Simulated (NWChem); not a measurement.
System: CH₆ClNOSi; SMILES [Si@@H](NC)(O)Cl

The following NWChem deck was run.

```
start job
memory heap 200 mb stack 900 mb global 1100 mb
geometry units angstroms noautosym nocenter noautoz
  C      0.557834    -2.508908    -0.117484
  N      0.852002    -1.103175     0.032421
  Si    -0.270134     0.131949     0.362861
  O     -1.611761    -0.167125    -0.559241
  Cl     0.682167     1.905929    -0.129562
  H     -0.531258    -2.656785    -0.157943
  H      0.965698    -2.913057    -1.059853
  H      0.949964    -3.125148     0.712359
  H      1.828721    -0.847879    -0.049636
  H     -0.721597     0.311650     1.771334
  H     -2.435439     0.219471    -0.247276
end
basis spherical
  * library sto-3g
end
dft
  xc hfexch
  iterations 150
end
property
  shielding
end
task dft property
```

Output (shortened):

```
             Northwest Computational Chemistry Package (NWChem) 7.3.0
             --------------------------------------------------------

                             Geometry "geometry" -> ""
                             -------------------------

 Output coordinates in angstroms (scale by  1.889725989 to convert to a.u.)

  No.       Tag          Charge          X              Y              Z
 ---- ---------------- ---------- -------------- -------------- --------------
    1 C                    6.0000     0.55783400    -2.50890800    -0.11748400
    2 N                    7.0000     0.85200200    -1.10317500     0.03242100
    3 Si                  14.0000    -0.27013400     0.13194900     0.36286100
    4 O                    8.0000    -1.61176100    -0.16712500    -0.55924100
    5 Cl                  17.0000     0.68216700     1.90592900    -0.12956200
    6 H                    1.0000    -0.53125800    -2.65678500    -0.15794300
    7 H                    1.0000     0.96569800    -2.91305700    -1.05985300
    8 H                    1.0000     0.94996400    -3.12514800     0.71235900
    9 H                    1.0000     1.82872100    -0.84787900    -0.04963600
   10 H                    1.0000    -0.72159700     0.31165000     1.77133400
   11 H                    1.0000    -2.43543900     0.21947100    -0.24727600

 Effective nuclear repulsion energy (a.u.)     302.4806451379

  xc_inp: hfexch multiplicative factor not found.
                              NWChem Property Module
                              ----------------------

  itol2e modified to match energy
  convergence criterion.

                                 NWChem DFT Module
                                 -----------------

 Summary of "ao basis" -> "ao basis" (spherical)
 ------------------------------------------------------------------------------
       Tag                 Description            Shells   Functions and Types
 ---------------- ------------------------------  ------  ---------------------
 C                           sto-3g                  3        5   2s1p
 N                           sto-3g                  3        5   2s1p
 Si                          sto-3g                  5        9   3s2p
 O                           sto-3g                  3        5   2s1p
 Cl                          sto-3g                  5        9   3s2p
 H                           sto-3g                  1        1   1s

  itol2e modified to match energy
  convergence criterion.

            General Information
            -------------------
          SCF calculation type: DFT
          Wavefunction type:  closed shell.
          No. of atoms     :    11
          No. of electrons :    58
           Alpha electrons :    29
            Beta electrons :    29
          Charge           :     0
          Spin multiplicity:     1
          Use of symmetry is: off; symmetry adaption is: off
          Maximum number of iterations: 150
          AO basis - number of functions:    39
                     number of shells:    25
          Convergence on energy requested:  1.00D-07
          Convergence on density requested:  1.00D-05
          Convergence on gradient requested:  5.00D-04

              XC Information
              --------------
                     Hartree-Fock (Exact) Exchange  1.000

      Superposition of Atomic Density Guess
      -------------------------------------

 Sum of atomic energies:        -907.37425434

      Non-variational initial energy
      ------------------------------

 Total energy =    -907.927920
 1-e energy   =   -1863.707952
 2-e energy   =     653.299386
 HOMO         =      -0.101102
 LUMO         =       0.329739

[...]

          -----------------------------------------
          Chemical Shielding Tensors (GIAO, in ppm)
          -----------------------------------------

                                NWChem CPHF Module
                                ------------------

  scftype          =     RHF
  nclosed          =       29
  nopen            =        0
  variables        =      290
  # of vectors     =        3
  tolerance        = 0.10D-03
  level shift      = 0.00D+00
  max iterations   =       50
  max subspace     =       30

 SCF residual:    2.3725634235638554E-005

Iterative solution of linear equations
  No. of variables      290
  No. of equations        3
  Maximum subspace       30
        Iterations       50
       Convergence  1.0D-04

   iter   nsub   residual    time
   ----  ------  --------  ---------
     1      3    1.29D+00       4.5
     2      6    8.73D-02       5.0
     3      9    1.86D-02       5.5
     4     12    4.15D-03       6.0
     5     15    4.24D-04       6.6
     6     18    1.16D-04       7.1
     7     21    2.17D-05       7.6

      Atom:    1  C
        Diamagnetic
    243.1723      0.5294      0.0767
      0.5294    255.2516      1.3612
      0.0767      1.3612    241.6210

        Paramagnetic
    -47.6795      9.2209      2.2187
      9.2209    -19.8884      2.9315
      2.2187      2.9315    -42.7601

        Total Shielding Tensor
    195.4928      9.7503      2.2954
      9.7503    235.3632      4.2926
      2.2954      4.2926    198.8608

           isotropic =     209.9056
          anisotropy =      42.4147

          Principal Components and Axis System
                 1           2           3
              238.1821    198.5951    192.9397

      1         0.2272      0.1966      0.9538
      2         0.9666     -0.1650     -0.1962
      3         0.1188      0.9665     -0.2275

      Atom:    2  N
        Diamagnetic
    319.4114     -4.1459     -4.2753
     -4.1459    332.2421      5.9720
     -4.2753      5.9720    290.0517

        Paramagnetic
     87.6795     51.9273     -2.0332
     51.9273     37.3884     -3.4032
     -2.0332     -3.4032      7.1967

        Total Shielding Tensor
    407.0908     47.7814     -6.3086
     47.7814    369.6305      2.5689
     -6.3086      2.5689    297.2484

           isotropic =     357.9899
          anisotropy =     122.6877

          Principal Components and Axis System
                 1           2           3
              439.7817    337.8307    296.3573

      1         0.8267     -0.5539      0.0993
      2         0.5621      0.8211     -0.0995
      3        -0.0265      0.1381      0.9901

      Atom:    3  Si
        Diamagnetic
    866.9457      1.4607      0.8558
      1.4607    870.1796     -0.6354
      0.8558     -0.6354    859.7547

        Paramagnetic
   -278.0483     -7.3179     30.1675
     -7.3179   -282.6753    -15.0013
     30.1675    -15.0013   -304.4801

        Total Shielding Tensor
    588.8974     -5.8572     31.0233
     -5.8572    587.5044    -15.6367
     31.0233    -15.6367    555.2747

           isotropic =     577.2255
          anisotropy =      55.3303

          Principal Components and Axis System
                 1           2           3
              614.1123    582.9201    534.6440

      1         0.7300      0.4965     -0.4696
      2        -0.4585      0.8654      0.2022
      3         0.5068      0.0677      0.8594

      Atom:    4  O
        Diamagnetic
    401.4139     -2.3689     10.4844
     -2.3689    365.4269      7.6771
     10.4844      7.6771    371.4176

        Paramagnetic
    -15.7589    -36.0793    -72.0138
    -36.0793     99.6856      5.3041
    -72.0138      5.3041     72.8723

        Total Shielding Tensor
    385.6550    -38.4483    -61.5294
    -38.4483    465.1124     12.9811
    -61.5294     12.9811    444.2899

           isotropic =     431.6858
          anisotropy =     115.0880

          Principal Components and Axis System
                 1           2           3
              508.4111    445.4295    341.2167

      1        -0.4976      0.1706      0.8504
      2         0.6229      0.7526      0.2135
      3         0.6036     -0.6360      0.4808

      Atom:    5  Cl
        Diamagnetic
   1128.8409      4.3052     -1.0458
      4.3052   1135.8982     -2.0270
     -1.0458     -2.0270   1126.3378

        Paramagnetic
    110.3925    -67.6916     15.9955
    -67.6916     11.7655     21.6222
     15.9955     21.6222    110.6995

        Total Shielding Tensor
   1239.2334    -63.3863     14.9497
    -63.3863   1147.6637     19.5952
     14.9497     19.5952   1237.0373

           isotropic =    1207.9781
          anisotropy =      96.4133

          Principal Components and Axis System
                 1           2           3
             1272.2537   1241.0811   1110.5996

      1         0.8913     -0.0391      0.4516
      2        -0.4318      0.2305      0.8721
      3         0.1381      0.9723     -0.1886

      Atom:    6  H
        Diamagnetic
     37.6335      3.1699      0.7506
      3.1699     31.7279      0.7542
      0.7506      0.7542     23.3177

        Paramagnetic
     -1.1930      0.0814      0.1528
      0.0814      1.9678      0.1306
      0.1528      0.1306      1.5337

        Total Shielding Tensor
     36.4405      3.2513      0.9034
      3.2513     33.6957      0.8848
      0.9034      0.8848     24.8514

           isotropic =      31.6625
          anisotropy =      10.5690

          Principal Components and Axis System
                 1           2           3
               38.7085     31.5472     24.7319

      1         0.8284     -0.5575     -0.0551
      2         0.5530      0.8295     -0.0783
      3         0.0893      0.0344      0.9954

      Atom:    7  H
        Diamagnetic
     26.4697     -2.5579     -4.3922
     -2.5579     31.1610      6.3307
     -4.3922      6.3307     34.4686

[...]
```

Level: Hartree-Fock/STO-3G, GIAO. STO-3G and 3-21G are far too small for this property and stand as cheap habits. All runs use the structure optimised with PBE0/def2-SVP. The printed shielding anisotropy is the first printed principal value minus the mean of the other two.
